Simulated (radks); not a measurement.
All-electron atom: Ag+ in [Kr] 4d10. All-electron calculation, Dirac Kohn-Sham, PBE, spin-unpolarised, spherical densities, finite nucleus; Fermi nuclear charge, rms radius 4.5454 fm. Program: a radial shooting solver on a logarithmic mesh with Libxc functionals.

Spin-orbit splittings of the eigenvalues, e(l+1/2) - e(l-1/2), with zeta = 2 splitting/(2l+1) and mean radii in bohr:

shell  occ.  splitting (eV)  zeta (eV)  <r> j=l-1/2  <r> j=l+1/2
2p        6           175.3      116.9       0.1141       0.1192
3p        6           30.94      20.63       0.3600       0.3709
3d       10           6.230      2.492       0.3437       0.3472
4p        6           5.073      3.382       0.9803        1.012
4d       10          0.5663     0.2265        1.374        1.396
